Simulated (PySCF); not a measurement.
## Si (silicon, neutral) across methods

[Ne] 3s1 3p3, high-spin 5S determinant (an excited configuration). Calculation: PySCF 2.14, in aug-cc-pV(Q+d)Z (7s6p5d3f2g, 89 functions); the non-relativistic Hamiltonian (point nucleus). The B2PLYP total includes its PT2 part (frozen core); its orbital energies are those of the SCF part.

```csv
method,E (hartree),mean ε 2p β (eV),mean ε 3s α (eV),mean ε 3p α (eV),Σ⟨r²⟩ (bohr²),⟨S²⟩
BLYP,-289.2121,-96.434,-12.098,-5.096,32.83,6.000
UHF,-288.76269,-115.95,-19.665,-9.470,32.41,6.000
B2PLYP,-289.1021,-107.02,-16.150,-7.413,32.45,6.000
M06,-289.1994,-101.99,-13.829,-6.160,32.45,6.000
r2SCAN,-289.2167,-98.132,-13.127,-5.751,32.21,6.000
PBE,-289.0753,-96.290,-12.429,-5.449,32.62,6.000
PBE0,-289.1086,-101.46,-14.359,-6.551,32.35,6.000
MN15,-289.1076,-102.19,-14.091,-6.694,32.61,6.000
```

(1) Estimate the same row for LDA.

## Answers

(1) E (hartree) = -288.0572; mean ε 2p β (eV) = -96.435; mean ε 3s α (eV) = -12.419; mean ε 3p α (eV) = -5.461; Σ⟨r²⟩ (bohr²) = 32.83; ⟨S²⟩ = 6.000.
